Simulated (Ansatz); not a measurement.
`N#C[SiH2]P` + `CF` → `N#C[SiH2]CF` + PH₃  (formal exchange of groups at the Si–P bond)

Program: Ansatz. Geometries: PBE0-D4/def2-TZVP. ΔE: electronic, gas phase. CBS: MP2 limit from def2 TZ/QZ plus the TZ coupled-cluster correction, frozen cores. This one scheme is used for every species. Functionals use def2-TZVPP. One conformer a species, not always the lowest.

`N#C[SiH2]P`:

Cartesian coordinates in Å:
```
N -2.810 -0.746 0.415
C -1.734 -0.344 0.498
Si 0.007 0.277 0.585
P 0.787 0.321 -1.521
H 0.725 -0.624 1.516
H -0.050 1.651 1.135
H 0.959 -1.088 -1.560
H 2.116 0.555 -1.069
```

`CF`:

```xyz
5

C    -0.019    0.051   -0.028
F     0.420   -1.091    0.603
H     0.838    0.691   -0.246
H    -0.717    0.575    0.629
H    -0.522   -0.226   -0.958
```

`N#C[SiH2]CF`:

```xyz
9

N     0.926   -1.145    2.565
C     0.836   -0.853    1.455
Si    0.636   -0.350   -0.315
C    -0.937    0.695   -0.385
F    -1.146    1.104   -1.695
H     1.832    0.431   -0.699
H     0.513   -1.583   -1.123
H    -0.852    1.582    0.250
H    -1.808    0.122   -0.053
```

PH₃:

Cartesian coordinates in Å:
```
P -0.381 0.004 -0.438
H 0.649 -0.966 -0.316
H -0.766 -0.122 0.923
H 0.499 1.085 -0.169
```

```csv
level,ΔE (eV)
r2SCAN0-D4,0.46
SCS-MP2/def2-QZVPP,0.43
```

(1) What does CCSD(T)/CBS give? (Estimate.)

Largest T1 diagnostic among the species: 0.014.

Answers

(1) Ansatz gave: +0.44 eV. The listed levels differ from it by 0.02, -0.01 eV.

At CCSD(T), def2-SVP lies −0.05 eV from the extrapolated value and def2-TZVPP −0.02 eV. Leaving LDA and LC-ωPBE aside and taking each functional with its dispersion term where it has one, the values, not all of them listed here, spread over 0.11 eV, from CAM-B3LYP-D4 to HSE06-D4. LDA lies −0.03 eV from PBE without D4.
